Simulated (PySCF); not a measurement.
## Pb: excitation energy

Pb [Xe] 4f14 5d10 6s2 6p2 (3P) → Pb [Xe] 4f14 5d10 6s1 6p2 7s1 (5P), as a difference of total energies. All numbers are calculated (PySCF 2.14, scalar relativity through the core potential, in aug-cc-pwCVDZ-PP with ECP60MDF). Correlated levels: valence: 5s2 5p6 5d10 frozen. The calculations carry no spin-orbit coupling.

| method | excitation energy (eV) |
| --- | --- |
| UHF | 9.705 |
| MP2 (valence) | 10.294 |
| SCS-MP2 (valence) | 10.529 |
| CCSD (valence) | 10.449 |
| CCSD(T) (valence) | 10.463 |

Q: How much does correlation contribute at CCSD(T) (valence)?

A: 10.463 − (9.705) = 0.758 eV, measured against UHF.

Spin-orbit coupling is strong in these open shells (close to jj coupling). The scalar numbers leave it out and a first-order estimate fails, so it can dominate the gap to the real levels.

The upper state lies above the first ionisation limit. A Rydberg-like electron needs more diffuse functions than a valence basis has.

The promoted electron is Rydberg-like, and one or two diffuse shells describe it only roughly, which tends to raise the upper state.
